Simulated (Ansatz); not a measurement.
Cost and result for the atomization energy of C₂H₈BNS (13 atoms, 12 bonds).

Z-matrix (Å, degrees):
```
B
S 1 1.938
C 1 1.576 2 96.2
H 1 1.212 2 113.2 3 117.4
H 1 1.208 2 106.1 3 -114.8
H 2 1.343 1 98.7 3 -72.6
C 3 1.484 1 123.3 2 -77.5
N 3 1.308 1 120.0 2 101.8
H 7 1.094 3 113.6 1 153.0
H 7 1.096 3 107.1 1 -87.4
H 7 1.087 3 110.1 1 29.5
H 8 1.010 3 123.0 1 -171.3
H 8 1.009 3 118.8 1 5.0
```

Charge 0, multiplicity 1. The bonds changed during the relaxation, so this is another structure than the one it started from. The structure was optimised at the PBE0-D4/def2-TZVP level. It is one conformer, not always the lowest. Program: Ansatz. All runs use 4 threads of an Arm Neoverse V2 on a shared host. Times are those of one run each, without the atoms' runs, and a repeat can differ threefold. Electronic energies, without spin–orbit coupling; frozen cores. CCSD(T)/CBS adds CCSD(T) − MP2 in def2-TZVPP to the MP2 limit, and its time is that of the two runs behind it. T1 = 0.015. B3LYP takes the VWN-RPA correlation (the form of Gaussian; ORCA's B3LYP/G).

CCSD(T)/CBS is a level of theory with its own doubt, some kJ/mol a heavy atom from the limit and from the frozen cores, so smaller differences don't rank the functionals.

| level | functions | wall time |
| --- | --- | --- |
| PBE-D4/def2-TZVPP (with forces) | 278 | 3 s |
| PBE0-D4/def2-TZVPP | 278 | 3.6 s |
| r2SCAN-D4/def2-TZVPP (with forces) | 278 | 6 s |
| B3LYP-D4/def2-TZVPP (with forces) | 278 | 6 s |
| B2PLYP/def2-TZVPP | 278 | 7.5 s |
| ωB97X-V/def2-TZVPP | 278 | 9.5 s |
| ωB97M-V/def2-TZVPP (with forces) | 278 | 15 s |
| MP2/def2-QZVPP | 538 | 33 s |
| CCSD(T)/def2-TZVPP | 278 | 4.1 min |
| CCSD(T)/CBS(def2) | – | 4.6 min |

What atomization energy does each give, and how far from CCSD(T)/CBS? (An estimate is asked.)

The calculation gave: 
```tsv
level	atomization (kcal/mol)	difference from CCSD(T)/CBS	per bond
PBE-D4/def2-TZVPP (with forces)	1160.9	33.0	2.8
PBE0-D4/def2-TZVPP	1141.3	13.4	1.1
r2SCAN-D4/def2-TZVPP (with forces)	1138.3	10.4	0.9
B3LYP-D4/def2-TZVPP (with forces)	1137.6	9.7	0.8
B2PLYP/def2-TZVPP	1120.7	-7.2	-0.6
ωB97X-V/def2-TZVPP	1135.4	7.5	0.6
ωB97M-V/def2-TZVPP (with forces)	1138.9	11.0	0.9
MP2/def2-QZVPP	1127.8	-0.1	0.0
CCSD(T)/def2-TZVPP	1099.5	-28.4	-2.4
CCSD(T)/CBS(def2)	1127.9	0.0	0.0
```

In def2-TZVPP, CCSD(T) changes the Hartree–Fock value by +276.3 kcal/mol (the triples alone add +16.9 kcal/mol) and MP2 by +288.0 kcal/mol; breaking electron pairs costs correlation energy, which Hartree–Fock lacks. From PBE to PBE0 (25 % exact exchange), in def2-TZVPP and without D4, the atomization energy moves by −18.7 kcal/mol: exact exchange takes away binding that semilocal exchange gives to molecules. The D4 term adds +10.7 kcal/mol with B3LYP and +5.6 kcal/mol with PBE0; it sums over pairs of atoms, weighted by their polarisabilities, and B3LYP, whose exchange is more repulsive, gets the larger term.
